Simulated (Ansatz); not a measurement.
Frontier orbitals of CH6AlNOS, SMILES `C[O][Al]([NH2])[SH]`.

Cartesian coordinates in Å:
```
C 0.812 1.359 -1.193
O 0.105 0.892 -0.088
Al -0.371 -0.588 0.550
N -1.288 -0.608 2.047
S 0.121 -2.477 -0.435
H 0.171 1.995 -1.813
H 1.193 0.549 -1.828
H 1.669 1.959 -0.868
H -1.621 -1.438 2.508
H -1.552 0.215 2.562
H 0.761 -1.857 -1.442
```

Total charge 0; spin multiplicity 1. All single points use the PBE0-D4/def2-TZVP geometry. It is one conformer, not always the lowest. Basis def2-TZVPP, Ansatz.

Orbital energies of one run (eV). Highest occupied ones, from the top: -7.01, -7.37, -7.94, -8.16, -8.95, -10.72, -11.50, -12.20, -12.21, -13.06, -13.32, -18.41, -19.49, -22.55. Empty: -0.38, 0.31, 0.48, 0.91, 1.71, 2.33.

Problem. Which functional gave them?
A. B3LYP
B. ωB97X-V
C. revPBE
D. BLYP

Solution. A. HOMO energies: B3LYP -7.01, revPBE -5.86, BLYP -5.77, ωB97X-V -9.69 eV.

B3LYP here is the variant with VWN-RPA as its local correlation; programs differ in this.
